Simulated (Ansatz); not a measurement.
Isolated molecules relaxed with PBE0-D4/def2-TZVP in Ansatz; ΔE leaves out vibrations. CCSD(T)/CBS adds triple-zeta CCSD(T) − MP2 to the extrapolated MP2 energy (def2 sets, frozen cores). Functionals use def2-TZVPP. B3LYP here is the variant with VWN-RPA as its local correlation; programs differ in this. For Br, Mg outer-core shells are correlated without core-valence functions, which leaves a few kJ/mol of doubt a bond. Scalar relativity is left out up to krypton. Each species was taken in one conformer, which may not be the lowest.

Consider the redistribution: `C=NB(F)Br` + `[NH2][Mg][OH]` → `C=NB(O)F` + `[NH2][Mg][Br]`.

| level | ΔE (kJ/mol) | difference from CCSD(T)/CBS |
| --- | --- | --- |
| B97M-V | -145.6 | -6.2 |
| B3LYP-D4 | -138.9 | 0.5 |
| LC-ωPBE | -143.3 | -3.9 |
| HF/def2-SVP | -176.9 | -37.5 |
| MP2/def2-SVP | -149.1 | -9.7 |
| CCSD(T)/def2-SVP | -153.7 | -14.3 |
| SCS-MP2/def2-TZVPP | -139.6 | -0.2 |
| HF/def2-QZVPP | -179.3 | -39.9 |
| HF/CBS(def2) | -179.2 | -39.8 |
| MP2/CBS(def2) | -131.6 | 7.8 |
| CCSD(T)/CBS | -139.4 | 0 |

Largest T1 diagnostic among the species: 0.013.

At CCSD(T), def2-SVP lies −14.3 kJ/mol from the extrapolated value and def2-TZVPP −4.7 kJ/mol. In def2-TZVPP, CCSD(T) changes the Hartree–Fock value by +36.2 kJ/mol (the triples alone add +4.1 kJ/mol) and MP2 by +44.0 kJ/mol.
